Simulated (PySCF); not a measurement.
Positional isomers: silole fluoro. Isolated molecules, 0 K electronic values unless said otherwise. Strings in code marks are SMILES.

Method: PBE0-D3(BJ)/def2-TZVP in PySCF. All candidates: neutral, multiplicity 1. 

* **HOMO**: -7.08 eV
* **LUMO**: -1.98 eV
* **HOMO–LUMO gap**: 5.10 eV

### Question
Say which member has these values.
(A) `FC1=CC=C[SiH2]1`
(B) `FC1=C[SiH2]C=C1`
(C) `F[SiH]1C=CC=C1`

### Answer
C, `F[SiH]1C=CC=C1`. The others give `FC1=C[SiH2]C=C1`: -7.00 eV, -1.63 eV, 5.37 eV; `FC1=CC=C[SiH2]1`: -6.71 eV, -1.60 eV, 5.11 eV
